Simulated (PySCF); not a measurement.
# Name the molecule from its bond curve

A diatomic of charge 0 contains Ba. Its doublet curve at UHF-CCSD(T) in a double-zeta basis (spin-free X2C with a Gaussian nucleus, PySCF), in eV from the separated fragments:

```tsv
R (Å)	E (eV)
1.998	-1.569
2.087	-1.685
2.153	-1.730
2.220	-1.747
2.287	-1.741
2.375	-1.704
2.486	-1.623
2.620	-1.494
```

The fit gives ωe = 1169 cm⁻¹ and the rotational constant Bₑ = 3.379 cm⁻¹.

**Question.** Which atom is the partner?

**Answer.** The minimum lies at 2.233 Å, so the reduced mass is 16.8576 u Å² cm⁻¹/(Bₑ·Re²) = 1.001 u. With Ba at 137.91 u the partner weighs about 1.0 u: H. The molecule is BaH.

Correlated steps freeze 18 core orbitals. Spin–orbit coupling is left out. The state is the lowest determinant that a PBE0 search found; another state may lie lower at other levels.
